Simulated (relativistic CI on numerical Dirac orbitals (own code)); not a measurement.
Line list: Electric-dipole lines, In4+

Method of calculation: Dirac-Coulomb-Breit CI, KLI orbitals optimised for each configuration, model QED (radiative potential, 1s self-energy scaled to tabulated hydrogen-like ionisation energies), valence Slater integrals scaled by 0.85, configuration energies shifted to the measured levels that pair with them (semi-empirical) (own radial code, finite nucleus).

CI space (outside the closed core [Ar] 3d10): 4s2.4p6.4d9, 4s2.4p6.4d8.5s, 4s2.4p6.4d8.5p, 4s2.4p6.4d8.5d, 4s2.4p6.4d8.4f, 4s2.4p5.4d10, 4s2.4p6.4d7.4f2, 4s2.4p6.4d8.6s, 4s2.4p6.4d7.5s2, 4s2.4p6.4d8.6p, 4s2.4p6.4d8.6d, 4s2.4p6.4d7.5s.5p, 4s2.4p6.4d8.5f, 4s2.4p6.4d8.5g, 4s2.4p6.4d8.6f, 4s2.4p6.4d7.5p2, 4s.4p6.4d10, 4s2.4p5.4d9.4f, 4s2.4p6.4d7.5s.5d, 4s2.4p6.4d7.4f.5s, 4s2.4p6.4d7.5p.5d. Levels of other configurations are missing.

```csv
λ vac (Å),Lower,Upper,A (s⁻¹),gf,Branching (%)
372.72,4s2.4p6.4d9 2D_5/2 [1],4s2.4p6.4d8.5p 2P°_3/2 [51],5.04e+09,4.19e-01,39.0
373.01,4s2.4p6.4d9 2D_3/2 [2],4s2.4p6.4d8.5p 2P°_1/2 [59],1.11e+10,4.64e-01,86.9
376.04,4s2.4p6.4d9 2D_5/2 [1],4s2.4p6.4d8.5p 2P°_3/2 [49],3.23e+09,2.74e-01,61.2
377.05,4s2.4p6.4d9 2D_3/2 [2],4s2.4p6.4d8.5p 2F°_5/2 [57],5.76e+09,7.37e-01,77.9
378.22,4s2.4p6.4d9 2D_5/2 [1],4s2.4p6.4d8.5p 2F°_7/2 [48],4.59e+09,7.88e-01,75.2
379.81,4s2.4p6.4d9 2D_5/2 [1],4s2.4p6.4d8.5p 2D°_5/2 [45],1.84e+09,2.39e-01,38.9
381.39,4s2.4p6.4d9 2D_5/2 [1],4s2.4p6.4d8.5p 2D°_3/2 [43],5.67e+09,4.94e-01,50.2
382.70,4s2.4p6.4d9 2D_3/2 [2],4s2.4p6.4d8.5p 2P°_3/2 [51],6.46e+09,5.68e-01,50.0
382.93,4s2.4p6.4d9 2D_5/2 [1],4s2.4p6.4d8.5p 2F°_7/2 [41],2.91e+09,5.13e-01,67.6
389.21,4s2.4p6.4d9 2D_5/2 [1],4s2.4p6.4d8.5p 2F°_5/2 [38],3.99e+09,5.44e-01,61.9
391.85,4s2.4p6.4d9 2D_3/2 [2],4s2.4p6.4d8.5p 2D°_3/2 [43],4.28e+09,3.94e-01,37.9
393.20,4s2.4p6.4d9 2D_5/2 [1],4s2.4p6.4d8.5p 4P°_5/2 [36],3.59e+09,5.00e-01,69.4
399.92,4s2.4p6.4d9 2D_3/2 [2],4s2.4p6.4d8.5p 2D°_3/2 [39],3.11e+09,2.99e-01,56.2
400.71,4s2.4p6.4d9 2D_5/2 [1],4s2.4p6.4d8.5p 2D°_5/2 [30],4.24e+09,6.12e-01,74.9
402.93,4s2.4p6.4d9 2D_5/2 [1],4s2.4p6.4d8.5p 2F°_7/2 [28],1.67e+09,3.25e-01,53.8
1128.2,4s2.4p6.4d8.5s 2G_9/2 [14],4s2.4p6.4d8.5p 2G°_9/2 [61],1.49e+09,2.85e+00,85.7
1140.7,4s2.4p6.4d8.5s 2G_7/2 [15],4s2.4p6.4d8.5p 2G°_7/2 [60],1.63e+09,2.54e+00,78.8
1147.1,4s2.4p6.4d8.5s 4F_7/2 [4],4s2.4p6.4d8.5p 4G°_9/2 [31],4.19e+08,8.26e-01,28.4
1154.8,4s2.4p6.4d8.5s 4F_5/2 [5],4s2.4p6.4d8.5p 2G°_7/2 [35],4.50e+08,7.20e-01,18.9
1158.6,4s2.4p6.4d8.5s 4F_9/2 [3],4s2.4p6.4d8.5p 4F°_9/2 [26],1.06e+09,2.13e+00,66.4
1173.0,4s2.4p6.4d8.5s 2D_5/2 [13],4s2.4p6.4d8.5p 2F°_7/2 [55],1.25e+09,2.07e+00,56.9
1180.7,4s2.4p6.4d8.5s 4F_5/2 [5],4s2.4p6.4d8.5p 4F°_5/2 [32],8.12e+08,1.02e+00,24.6
1185.9,4s2.4p6.4d8.5s 4F_7/2 [4],4s2.4p6.4d8.5p 2F°_7/2 [28],7.48e+08,1.26e+00,24.1
1186.3,4s2.4p6.4d8.5s 2S_1/2 [18],4s2.4p6.4d8.5p 2P°_3/2 [63],1.54e+09,1.30e+00,53.7
1188.6,4s2.4p6.4d8.5s 4F_3/2 [6],4s2.4p6.4d8.5p 4P°_3/2 [34],5.18e+08,4.39e-01,34.8
1201.3,4s2.4p6.4d8.5s 4F_9/2 [3],4s2.4p6.4d8.5p 4G°_11/2 [23],1.54e+09,4.00e+00,100.0
1206.5,4s2.4p6.4d8.5s 4F_7/2 [4],4s2.4p6.4d8.5p 4F°_9/2 [26],4.01e+08,8.75e-01,25.2
1214.1,4s2.4p6.4d8.5s 2F_7/2 [7],4s2.4p6.4d8.5p 4F°_7/2 [33],8.41e+08,1.49e+00,44.5
1240.7,4s2.4p6.4d8.5s 4F_5/2 [5],4s2.4p6.4d8.5p 2F°_7/2 [28],2.44e+08,4.51e-01,7.9
1243.3,4s2.4p6.4d8.5s 4F_3/2 [6],4s2.4p6.4d8.5p 2D°_5/2 [30],4.53e+08,6.31e-01,8.0
1243.8,4s2.4p6.4d8.5s 2F_5/2 [8],4s2.4p6.4d8.5p 2G°_7/2 [35],7.37e+08,1.37e+00,30.9
1247.7,4s2.4p6.4d8.5s 2F_7/2 [7],4s2.4p6.4d8.5p 4G°_9/2 [31],1.05e+09,2.45e+00,71.2
1251.0,4s2.4p6.4d8.5s 2G_9/2 [14],4s2.4p6.4d8.5p 2H°_11/2 [52],1.39e+09,3.90e+00,99.9
1254.9,4s2.4p6.4d8.5s 4F_7/2 [4],4s2.4p6.4d8.5p 4G°_7/2 [22],5.66e+08,1.07e+00,46.7
1259.7,4s2.4p6.4d8.5s 4F_3/2 [6],4s2.4p6.4d8.5p 4D°_1/2 [29],1.07e+09,5.10e-01,80.8
1275.2,4s2.4p6.4d8.5s 4F_5/2 [5],4s2.4p6.4d8.5p 4D°_3/2 [25],8.73e+08,8.52e-01,55.7
1278.5,4s2.4p6.4d8.5s 4F_3/2 [6],4s2.4p6.4d8.5p 4D°_3/2 [27],4.45e+08,4.37e-01,24.8
1280.2,4s2.4p6.4d8.5s 4F_9/2 [3],4s2.4p6.4d8.5p 4G°_9/2 [20],4.68e+08,1.15e+00,41.4
1281.1,4s2.4p6.4d8.5s 4F_7/2 [4],4s2.4p6.4d8.5p 4D°_5/2 [21],1.03e+09,1.52e+00,80.0
1289.7,4s2.4p6.4d8.5s 4F_5/2 [5],4s2.4p6.4d8.5p 4G°_5/2 [24],4.24e+08,6.34e-01,28.1
1315.8,4s2.4p6.4d8.5s 4F_3/2 [6],4s2.4p6.4d8.5p 4G°_5/2 [24],5.32e+08,8.29e-01,35.3
1316.4,4s2.4p6.4d8.5s 4F_5/2 [5],4s2.4p6.4d8.5p 4G°_7/2 [22],5.12e+08,1.06e+00,42.2
1324.1,4s2.4p6.4d8.5s 4F_9/2 [3],4s2.4p6.4d8.5p 4D°_7/2 [19],1.10e+09,2.32e+00,92.8
1338.9,4s2.4p6.4d8.5s 4F_7/2 [4],4s2.4p6.4d8.5p 4G°_9/2 [20],5.54e+08,1.49e+00,49.1
1357.0,4s2.4p6.4d8.5s 2G_7/2 [15],4s2.4p6.4d8.5p 2H°_9/2 [44],9.36e+08,2.58e+00,86.8
```

Terms are leading LS components. Brackets give the number of a level in order of energy, since labels repeat. The list gives strong lines, with weight on those to low levels, without configurations that were not tied to measured data, without lines whose two gauges differ by over a factor of 2.5, among the lowest 400 of 4020 levels, so that lines to higher ones, which can be the strongest, are missing. Levels whose partners in the same complex of configurations lie outside the list can be far off, and so can their lines. Rates are taken at the computed energies, electric ones in the length gauge.

Configurations whose levels could be paired with our table of measured levels were shifted onto them, all but the ground configuration, by the median error of their levels; single terms can still be off by 1,000 to 2,000 cm⁻¹ or more, and rates follow the energies as ν³ (E1, M1) or ν⁵ (E2). The others borrow a shift and can be off by several thousand cm⁻¹ or more. 36 of the 69 excited levels that our extract of the measured tables holds in this range could be paired (the sources list more); they are missed by 351 cm⁻¹ on average and 1262 at most, after the shifts were fitted to these levels, and levels without a partner can miss by more.

LS names give the leading component of a level, which can be under half, so a name can repeat, a term be missing and a line seem to break the LS rules.
